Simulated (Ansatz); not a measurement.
Cost and result for the atomization energy of H₄SeSiTe, SMILES `[SeH][SiH2][TeH]` (7 atoms, 6 bonds).

Cartesian coordinates in Å:
```
Se 1.4400 0.4342 1.2222
Si -0.0024 -0.4791 -0.2857
Te -2.3215 0.0318 0.4452
H 2.6030 0.2661 0.3358
H 0.2895 0.0524 -1.6395
H 0.0632 -1.9621 -0.3121
H -2.0717 1.6568 0.2342
```

The species carries charge 0 and has multiplicity 1. Correlated methods include outer-core shells of Se, Te, which these sets cover unevenly. Scalar relativity is left out up to krypton. Te takes the def2 core potential. The geometry is a stationary point of PBE0-D4/def2-TZVP. It is one conformer, not always the lowest. Program: Ansatz. All runs use 4 threads of a server CPU on a shared host. Times are those of one run each, without the atoms' runs, and a repeat can differ threefold. Electronic energies, without spin–orbit coupling; frozen cores. CCSD(T)/CBS adds CCSD(T) − MP2 in def2-TZVPP to the MP2 limit, and its time is that of the two runs behind it. T1 = 0.010. With those shells the extrapolation isn't a true limit. B3LYP takes the VWN-RPA correlation (the form of Gaussian; ORCA's B3LYP/G).

CCSD(T)/CBS is a level of theory with its own doubt, some kJ/mol a heavy atom from the limit and from the frozen cores, so smaller differences don't rank the functionals.

```tsv
level	functions	wall time
revPBE-D4/def2-TZVPP	196	0.8 s
BLYP-D4/def2-TZVPP	196	0.85 s
r2SCAN-D4/def2-TZVPP (with forces)	196	1.7 s
B3LYP-D4/def2-TZVPP (with forces)	196	1.9 s
r2SCANh-D4/def2-TZVPP	196	1.9 s
CCSD(T)/def2-SVP	96	2 s
B2PLYP/def2-TZVPP	196	2.2 s
PBE-QIDH/def2-TZVPP	196	2.2 s
B97M-V/def2-TZVPP	196	2.9 s
ωB97X-V/def2-TZVPP	196	3.1 s
MP2/def2-QZVPP	361	7.5 s
CCSD(T)/def2-TZVPP	196	20 s
CCSD(T)/CBS(def2)	–	27 s
```

(1) What atomization energy does each give, and how far from CCSD(T)/CBS? (Best estimate.)

Results:

(1) Ansatz gave: 
| level | atomization (kJ/mol) | difference from CCSD(T)/CBS | per bond |
| --- | --- | --- | --- |
| revPBE-D4/def2-TZVPP | 1775.7 | -60.8 | -10.1 |
| BLYP-D4/def2-TZVPP | 1790.8 | -45.7 | -7.6 |
| r2SCAN-D4/def2-TZVPP (with forces) | 1812.4 | -24.1 | -4.0 |
| B3LYP-D4/def2-TZVPP (with forces) | 1803.7 | -32.8 | -5.5 |
| r2SCANh-D4/def2-TZVPP | 1802.9 | -33.6 | -5.6 |
| CCSD(T)/def2-SVP | 1643.8 | -192.7 | -32.1 |
| B2PLYP/def2-TZVPP | 1770.5 | -66.0 | -11.0 |
| PBE-QIDH/def2-TZVPP | 1783.1 | -53.4 | -8.9 |
| B97M-V/def2-TZVPP | 1815.0 | -21.5 | -3.6 |
| ωB97X-V/def2-TZVPP | 1826.8 | -9.7 | -1.6 |
| MP2/def2-QZVPP | 1797.7 | -38.8 | -6.5 |
| CCSD(T)/def2-TZVPP | 1762.1 | -74.4 | -12.4 |
| CCSD(T)/CBS(def2) | 1836.5 | 0.0 | 0.0 |

In def2-TZVPP, CCSD(T) changes the Hartree–Fock value by +503.5 kJ/mol (the triples alone add +31.3 kJ/mol) and MP2 by +495.7 kJ/mol; breaking electron pairs costs correlation energy, which Hartree–Fock lacks. From r2SCAN to r2SCAN0 (25 % exact exchange), in def2-TZVPP and without D4, the atomization energy moves by −23.7 kJ/mol: exact exchange takes away binding that semilocal exchange gives to molecules. At CCSD(T), def2-SVP lies −192.7 kJ/mol from the extrapolated value and def2-TZVPP −74.4 kJ/mol: correlation converges slowly with the basis, and small sets miss more of it in the bonded molecule than in its fragments.

Spin–orbit coupling would lower the free Te atoms strongly, and the atomization energy with them, by more than many differences here. For some Ge, Se and Sn compounds the MP2-based and the directly extrapolated limit differ by 10 to 25 kJ/mol.
